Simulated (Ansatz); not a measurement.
H2OSe (SMILES O[SeH]) moved off its minimum; all values from Ansatz (a program for electronic structure), cores frozen in correlated methods.
(charge 0, multiplicity 1)
```xyz
4

Se    -0.25214     0.15503     0.42713
H     -1.22874    -0.33441    -0.59324
O      1.05661     0.17289    -0.84479
H      1.02432     1.03653    -1.40244
```

```csv
level,largest force (eV/Å),on atom,rms difference from CCSD(T)/aug-cc-pVTZ (eV/Å),dipole (D)
HF/def2-TZVPP,4.00,H4,0.724,1.81
PBE/def2-TZVPP,2.25,H4,0.224,1.56
r2SCAN/def2-TZVPP,2.67,H4,0.045,1.61
B3LYP/def2-TZVPP,2.69,H4,0.039,1.63
wB97M-V/def2-TZVPP,2.84,H4,0.160,1.66
MP2/aug-cc-pVTZ,2.62,H4,0.093,1.55
CCSD(T)/aug-cc-pVTZ,2.66,H4,0.000,1.52
```

The differences count from one level among others, with limits of its own. Forces at CCSD(T)/aug-cc-pVTZ (eV/Å):

```tsv
atom	Fx	Fy	Fz
Se1	-0.148	-0.007	-0.985
H2	-0.083	0.071	0.595
O3	0.385	2.001	-1.283
H4	-0.153	-2.065	1.673
```
